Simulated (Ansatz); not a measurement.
`O[Si]([SiH3])([SiH3])S` + `N[SiH2][SiH3]` → `N[SiH]([SiH3])[SiH3]` + `O[SiH]([SiH3])S`  (formal exchange of groups at the Si–Si bond)

Gas-phase electronic energies from Ansatz, PBE0-D4/def2-TZVP geometries. CCSD(T)/CBS is the MP2 limit (def2-TZVPP, def2-QZVPP) plus CCSD(T) − MP2 in def2-TZVPP, frozen cores. This one scheme is used for every species. DFT in def2-TZVPP. One conformer a species, not always the lowest.

`O[Si]([SiH3])([SiH3])S`:

Cartesian coordinates in Å:
```
O -1.115 -0.087 1.720
Si -0.036 -0.209 0.472
Si -0.892 -1.419 -1.349
Si 0.567 1.984 -0.068
S 1.727 -1.311 1.008
H -1.357 -0.900 2.168
H 0.081 -1.412 -2.473
H -2.166 -0.801 -1.807
H -1.166 -2.829 -0.955
H 1.358 2.568 1.050
H -0.627 2.836 -0.318
H 1.409 1.957 -1.293
H 2.217 -0.377 1.843
```

`N[SiH2][SiH3]`:

```xyz
10

N    -0.133   -1.316    1.206
Si   -0.276   -0.729   -0.409
Si    0.228    1.557   -0.422
H     0.702   -1.120    1.734
H    -0.494   -2.228    1.438
H    -1.680   -0.961   -0.845
H     0.598   -1.402   -1.422
H     1.568    1.789    0.190
H    -0.775    2.339    0.349
H     0.264    2.070   -1.819
```

`N[SiH]([SiH3])[SiH3]`:

```xyz
13

N    -1.630    0.708    0.800
Si   -0.576   -0.102   -0.305
Si    0.979    1.446   -1.117
Si    0.521   -1.822    0.841
H    -2.055    1.582    0.533
H    -2.256    0.170    1.378
H    -1.248   -0.722   -1.495
H     1.881    1.915   -0.031
H     0.289    2.635   -1.694
H     1.803    0.820   -2.187
H    -0.461   -2.718    1.517
H     1.437   -1.273    1.877
H     1.317   -2.639   -0.116
```

`O[SiH]([SiH3])S`:

Cartesian coordinates in Å:
```
O -0.835 1.620 0.627
Si -0.368 0.381 -0.352
Si 1.495 -0.593 0.666
S -1.882 -1.129 -0.562
H -1.702 2.002 0.477
H -0.097 0.862 -1.735
H 2.117 -1.553 -0.283
H 1.066 -1.326 1.887
H 2.497 0.439 1.043
H -2.290 -0.702 -1.768
```

| species | B2PLYP energy (Eh) |
| --- | --- |
| `O[Si]([SiH3])([SiH3])S` | -1346.30645 |
| `N[SiH2][SiH3]` | -637.71128 |
| `N[SiH]([SiH3])[SiH3]` | -928.29092 |
| `O[SiH]([SiH3])S` | -1055.72614 |

(1) Work out ΔE.

Largest T1 diagnostic among the species: 0.013.

## Answers

(1) ΔE = (-928.29092) + (-1055.72614) − (-1346.30645) − (-637.71128) = 0.00067 Eh = +0.4 kcal/mol. CCSD(T)/CBS gives +0.4 kcal/mol.
